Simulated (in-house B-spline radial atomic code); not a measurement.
**Ne3+: [He] 2s1 2p4 (an excited or competing configuration)**

Method: non-relativistic LC-wPBE, spin-polarised, spherical fractional occupations, exact exchange averaged over the configuration, point nucleus. Calculated with a B-spline radial code for spherical atoms.

Z_r = [3n² - l(l+1)]/(2<r>); Z_e = n√(-2ε); the last column is Slater's effective charge. Values are occupation-weighted means over spin.

```tsv
shell	electrons	ε (eV)	<r> (bohr)	Z_r	Z_e	Slater
1s	2	-917.07	0.158	9.49	8.21	9.70
2s	1	-112.02	0.7932	7.56	5.74	6.90
2p	4	-86.648	0.7569	6.61	5.05	6.90
```

The least bound orbital is 2p down at -80.03 eV, while the most diffuse is 2s up (<r> = 0.7932 bohr against 0.7764 bohr): energy order and size order differ.
